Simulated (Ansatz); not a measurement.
Consider the silylene formation by 1,1-elimination: `N[Si](F)(Cl)Br` → `ClBr` + `N[Si]F`.

Program: Ansatz. Geometries: PBE0-D4/def2-TZVP. ΔE: electronic, gas phase. CCSD(T)/CBS is the MP2 limit (def2-TZVPP, def2-QZVPP) plus CCSD(T) − MP2 in def2-TZVPP, frozen cores. This one scheme is used for every species. DFT in def2-TZVPP. B3LYP here is the variant with VWN-RPA as its local correlation; programs differ in this. For Br outer-core shells are correlated without core-valence functions, which leaves a few kJ/mol of doubt a bond. Scalar relativity is left out up to krypton. Each species was taken in one conformer, which may not be the lowest.

| level | ΔE (eV) | difference from CCSD(T)/CBS |
| --- | --- | --- |
| LDA (SPW92) | 4.85 | 0.02 |
| BLYP-D4 | 4.29 | -0.54 |
| B97M-V | 4.82 | -0.01 |
| PBE0-D4 | 4.86 | 0.03 |
| B3LYP-D4 | 4.58 | -0.25 |
| r2SCAN0-D4 | 5.13 | 0.30 |
| BHLYP-D4 | 4.93 | 0.10 |
| ωB97X-V | 4.87 | 0.04 |
| PBE | 4.41 | -0.42 |
| BLYP | 4.02 | -0.81 |
| r2SCAN | 4.95 | 0.12 |
| B3LYP | 4.38 | -0.45 |
| CAM-B3LYP | 4.62 | -0.21 |
| CCSD(T)/def2-SVP | 4.62 | -0.21 |
| SCS-MP2/def2-QZVPP | 4.90 | 0.07 |
| MP2/CBS(def2) | 5.17 | 0.34 |
| CCSD(T)/CBS | 4.83 | 0 |

(1) What do rigid-rotor, harmonic-oscillator terms from PBE0-D4/def2-TZVP frequencies (298.15 K, 1 bar) make of the CCSD(T)/CBS value? (Best estimate.)

Largest T1 diagnostic among the species: 0.014.

Answers

(1) Computed: ΔZPE = -0.07 eV, ΔH = +4.77 eV, ΔS = 148 J/(mol·K), ΔG = +4.31 eV.

From BLYP to BHLYP (50 % exact exchange), in def2-TZVPP and without D4, ΔE moves by +0.73 eV. The D4 term adds +0.21 eV with B3LYP and +0.11 eV with PBE0; it sums over pairs of atoms, weighted by their polarisabilities, and B3LYP, whose exchange is more repulsive, gets the larger term. At CCSD(T), def2-SVP lies −0.21 eV from the extrapolated value and def2-TZVPP −0.07 eV.
